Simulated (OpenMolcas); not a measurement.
## OpenMolcas run: Zn

Input:

```
&GATEWAY
Coord
1

Zn 0.0 0.0 0.0
Basis=ANO-RCC-MB
Group=XYZ
NoMove
AngMom=0.0 0.0 0.0
AMFI
&SEWARD
&RASSCF
FileOrb=start.orb
Symmetry=1
Spin=3
nActEl=2 0 0
Inactive=8 6
Ras2=1 3
CIRoot=3 3 1
SDav=3
CIMx=300
Iter=120 100
PrWF=0.3
OrbListing=Nothing
MaxOrb=0
Atom
>>> COPY $Project.JobIph JOB001
&RASSCF
FileOrb=start.orb
Symmetry=1
Spin=1
nActEl=2 0 0
Inactive=8 6
Ras2=1 3
CIRoot=1 1 1
SDav=7
CIMx=300
Iter=120 100
PrWF=0.3
OrbListing=Nothing
MaxOrb=0
Atom
>>> COPY $Project.JobIph JOB002
&RASSCF
FileOrb=start.orb
Symmetry=2
Spin=3
nActEl=2 0 0
Inactive=8 6
Ras2=1 3
CIRoot=3 3 1
SDav=3
CIMx=300
Iter=120 100
PrWF=0.3
OrbListing=Nothing
MaxOrb=0
Atom
>>> COPY $Project.JobIph JOB003
&RASSCF
FileOrb=start.orb
Symmetry=2
Spin=1
nActEl=2 0 0
Inactive=8 6
Ras2=1 3
CIRoot=3 3 1
SDav=3
CIMx=300
Iter=120 100
PrWF=0.3
OrbListing=Nothing
MaxOrb=0
Atom
>>> COPY $Project.JobIph JOB004
&RASSI
NrOfJobIphs=4 3 1 3 3
1 2 3
1
1 2 3
1 2 3
IphNames
JOB001
JOB002
JOB003
JOB004
EJob
SpinOrbit
DIPRint=1.0
SOCoupling=1000.0
Subsets=2
MEES
Property=10
'ANGMOM' 1 'ANGMOM' 2 'ANGMOM' 3 'MLTPL  1' 1 'MLTPL  1' 2 'MLTPL  1' 3
'AMFI' 1 'AMFI' 2 'AMFI' 3 'MLTPL  2' 6
SOProperty=3
'ANGMOM' 1 'ANGMOM' 2 'ANGMOM' 3
```

A driver script runs the steps one by one and writes start.orb anew before each from the orbitals found so far.

Output, cut to the results:

```
--- SEWARD ---
Basis set label: ZN.ANO-RCC...4S3P1D.

      Electronic valence basis set:
      ------------------
      Associated Effective Charge  30.000000 au
      Associated Actual Charge     30.000000 au
      Nuclear Model: Point charge

      Shell  nPrim  nBasis  Cartesian Spherical Contaminant
         s      21       4        X
         p      15       3        X
         d      10       1                 X
                  Relativistic Douglas-Kroll-Hess integrals:
                    - DKH order of Hamiltonian: 2
                    - DKH order of Properties : 0
                  Atomic mean-field integrals
--- RASSCF ---
Wave function specifications:
      -----------------------------

      Number of closed shell electrons          28
      Number of electrons in active shells       2
      Max number of holes in RAS1 space          0
      Max nr of electrons in RAS3 space          0
      Number of inactive orbitals               14
      Number of active orbitals                  4
      Number of secondary orbitals               0
      Spin quantum number                      1.0
      State symmetry                             1
Orbital specifications:
      -----------------------

      Symmetry species                           1   2
                                                ag  au
      Frozen orbitals                            0   0
      Inactive orbitals                          8   6
      Active orbitals                            1   3
      RAS1 orbitals                              0   0
      RAS2 orbitals                              1   3
      RAS3 orbitals                              0   0
      Secondary orbitals                         0   0
      Deleted orbitals                           0   0
      Number of basis functions                  9   9
      Number of CSFs                             3
      Number of root(s) required                 3
      Iter CI   SX   CI       RASSCF       Energy    max ROT     max BLB   max BLB  Level Ln srch  Step   QN
          iter iter root      energy       change     param      element    value   shift minimum  type update
 Nr of preliminary CI iterations:   1
 ###############################################################################
 ###############################################################################
 ###                                                                         ###
 ###                                                                         ###
 ###    WARNING: Problems in orbital optimization.                           ###
 ###                                                                         ###
 ###                                                                         ###
 ###############################################################################
 ###############################################################################
  Warning: In symmetry  1, orbital p=   9 has diagonal density matrix element D(p,p) close to zero. D(p,p)=  0.000000E+00
      Total energies have been shifted. Add                -1000.00 au
        ...
 ###############################################################################
 ###############################################################################
  Warning: In symmetry  1, orbital p=   9 has diagonal density matrix element D(p,p) close to zero. D(p,p)=  0.000000E+00
        4   1    1    0  -793.91322507   -6.82E-13   0.00E+00    5   8 2  6.49E-08   0.00   0.00    SX    NO
      Convergence after  4 iterations
        5   1    1    0  -793.91322507    2.27E-13   0.00E+00    4   9 2  6.49E-08   0.00   0.00    SX    NO
      Natural orbitals and occupation numbers for root  1
      sym 1:   0.000000
      sym 2:   1.000000  -0.000000   1.000000
      Natural orbitals and occupation numbers for root  2
      sym 1:   0.000000
      sym 2:   1.000000   1.000000   0.000000
      Natural orbitals and occupation numbers for root  3
      sym 1:   0.000000
      sym 2:   0.000000   1.000000   1.000000
::    RASSCF root number  1 Total energy:  -1793.91322507
::    RASSCF root number  2 Total energy:  -1793.91322507
::    RASSCF root number  3 Total energy:  -1793.91322507
--- RASSCF ---
Wave function specifications:
      -----------------------------

      Number of closed shell electrons          28
      Number of electrons in active shells       2
      Max number of holes in RAS1 space          0
...
--- RASSI ---
SPIN-FREE ENERGIES:
  (Shifted by EMIN (a.u.) =      -1794.2557238321)

 SF State       Relative EMIN(au)   Rel lowest level(eV)    D:o, cm**(-1)      L_eff

     4             0.0000000000        0.0000000000              0.0000         0.0
     5             0.1294906575        3.5236202958          28419.9143         1.0
     6             0.1294906575        3.5236202958          28419.9143         1.0
     7             0.1294906575        3.5236202958          28419.9143         1.0
     8             0.2516674175        6.8482193039          55234.6137         1.0
     9             0.2516674175        6.8482193039          55234.6137         1.0
    10             0.2516674175        6.8482193039          55234.6137         1.0
     2             0.3424987614        9.3198660865          75169.7894         1.0
     3             0.3424987614        9.3198660865          75169.7894         1.0
     1             0.3424987614        9.3198660865          75169.7894         1.0
     Dipole printing threshold changed to   1.00000000E+00

++ Dipole transition strengths (spin-free states):
   -----------------------------------------------
     for osc. strength at least  1.00000000E+00

  ( Max oscillator strength is only   0.66456539484993704      )
--
Eigenvalues of complex Hamiltonian:
   -----------------------------------
  (Shifted by EMIN (a.u.) =      -1794.2557238321)

 SO State       Relative EMIN(au)   Rel lowest level(eV)    D:o, cm**(-1)     J-value

     1            -0.0000012452        0.0000000000              0.0000         0.0
     2             0.1275994449        3.4721916652          28005.1144         0.0
     3             0.1285303884        3.4975239274          28209.4329         0.7
     4             0.1285303884        3.4975239274          28209.4329         0.7
     5             0.1285303884        3.4975239274          28209.4329         0.9
...
```

The J values that RASSI prints are effective ones from its own formula and need not be integers or half-integers; the table below assigns J from the states.

Levels above the lowest, from the spin-orbit matrix, grouped by J:

```csv
Configuration,Term,J,E (cm-1),Measured (cm-1),g,Term weight %
4s2,1S,0,0.0,0.0,,100
4s 4p,3P*,0,28005,32311,,100
4s 4p,3P*,1,28209,32501,1.501,100
4s 4p,3P*,2,28628,32890,1.501,100
4s 4p,1P*,1,55238,46745,1.000,100
```

Against the 4 measured excited levels shown (NIST Handbook of Basic Atomic Spectroscopic Data) the mean absolute deviation is 5300 cm-1; the largest miss in energy is 4s 4p 1P* 1: computed 55238, measured 46745 cm-1 (+18.2 %).

Without dynamic correlation excited terms often stand tens of per cent too high (terms of higher spin than the ground term too low), and those without a measured partner can miss by more than the paired ones. Computed and measured levels are paired by configuration, term and J; levels that our copy of the source lacks, or whose pairing is in doubt (as where it misses far off the trend of its configuration), stay unpaired and out of the deviations. Only configurations of the active space appear. The first state left out of the spin-orbit step lies near 82000 cm-1 above the lowest spin-free state of the reference (among the parities and spins computed), and the list stops at four fifths of that energy or lower.

The term weight is that of the spin-free term in the level, not the purity of its configuration. * marks odd parity.
